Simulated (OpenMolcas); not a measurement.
An atom or ion with 31 electrons was computed by XMS-RASPT2, IPEA 0.25 Eh, imaginary shift 0.1 Eh with spin-orbit coupling (OpenMolcas, ANO-RCC-VTZP, DKH2). The lowest levels that the run gave, each within 12 % of the measured value where one is at hand:

| J | Parity | E (cm-1) | g |
| --- | --- | --- | --- |
| 1/2 | odd | 0.0 | 0.666 |
| 3/2 | odd | 5530 | 1.334 |
| 1/2 | even | 90340 | 2.667 |
| 3/2 | even | 92530 | 1.734 |
| 5/2 | even | 95560 | 1.598 |
| 3/2 | even | 121220 | 0.802 |
| 5/2 | even | 121680 | 1.204 |
| 1/2 | even | 150520 | 1.894 |
| 1/2 | even | 160940 | 0.778 |
| 3/2 | even | 163860 | 1.333 |

Q: Which ion is it, and what are the configurations and terms?

A: Br⁴⁺ (Z = 35, charge +4; active space 3 electrons in 9 orbitals (RAS2 4s 4p; RAS3 4d, at most 2 electrons)). J, parity and g give the terms where levels are pure, and mixed ones are named by the computed weights; the size of the splittings, set against known spectra of the 31-electron sequence, gives the charge. In order, with the measured energies in cm-1 (Moore, Atomic Energy Levels, vol. II, NSRDS-NBS 35 (1971 reprint of NBS Circular 467, 1952)): 4s2 4p 2P* 1/2, 4s2 4p 2P* 3/2 (6090), 4s 4p2 4P 1/2, 4s 4p2 4P 3/2, 4s 4p2 4P 5/2, 4s 4p2 2D 3/2 (122941), 4s 4p2 2D 5/2 (123628), 4s 4p2 2S 1/2, 4s 4p2 2P 1/2 (158158), 4s 4p2 2P 3/2 (161011).

Term energies are means over components that CASPT2 splits; among the terms shown or strongly mixed into the levels shown the widest spread is 14 cm-1 (4s 4p2 2D). Active for correlation alone: 4d; no level in the range computed is led by a configuration that fills it, so any true level of that kind is missing. Computed and measured levels are paired by configuration, term and J; levels that our copy of the source lacks, or whose pairing is in doubt (as where it misses far off the trend of its configuration), stay unpaired and out of the deviations. Levels of configurations outside the active space are missing.

* marks odd parity.
